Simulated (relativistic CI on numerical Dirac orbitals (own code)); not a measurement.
Ligand-field terms of d2

Computed with a parametric ligand-field model of a d^n configuration (Racah B and C, spin-orbit zeta, crystal field), exact diagonalisation.

Field parameters in Wybourne normalisation: Oh B⁴₀ = 21Dq, B⁴₄ = √(5/14) B⁴₀. The field is a parameter set, without covalency.

B = 920 cm⁻¹, C = 4650 cm⁻¹ (C/B = 5.05), Oh, no spin-orbit coupling. Tanabe-Sugano data, E/B above the lowest term (Δ = |10Dq|; b, c mark the second and third term of a kind):

| Δ/B | 3T1 | 3T2 | 3A2 | 1T2 | 3T1(b) | 1E | 1A1 |
| --- | --- | --- | --- | --- | --- | --- | --- |
| 1.0 | 0.00 | 0.81 | 1.81 | 15.45 | 15.62 | 15.92 | 23.09 |
| 5.0 | 0.00 | 4.22 | 9.22 | 16.33 | 18.44 | 17.15 | 26.62 |
| 9.0 | 0.00 | 7.82 | 16.82 | 16.63 | 21.63 | 17.25 | 29.44 |
| 13.0 | 0.00 | 11.53 | 24.53 | 16.71 | 25.06 | 17.17 | 31.57 |
| 17.0 | 0.00 | 15.32 | 32.32 | 16.71 | 28.64 | 17.07 | 33.15 |
| 21.0 | 0.00 | 19.16 | 40.16 | 16.68 | 32.31 | 16.97 | 34.33 |
| 25.0 | 0.00 | 23.03 | 48.03 | 16.65 | 36.06 | 16.89 | 35.21 |
| 29.0 | 0.00 | 26.92 | 55.92 | 16.61 | 39.85 | 16.82 | 35.89 |
| 33.0 | 0.00 | 30.84 | 63.84 | 16.58 | 43.68 | 16.76 | 36.42 |
| 37.0 | 0.00 | 34.77 | 71.77 | 16.55 | 47.54 | 16.71 | 36.84 |
| 41.0 | 0.00 | 38.71 | 79.71 | 16.52 | 51.42 | 16.67 | 37.19 |
| 45.0 | 0.00 | 42.66 | 87.66 | 16.50 | 55.32 | 16.63 | 37.47 |

The ground term stays 3T1.
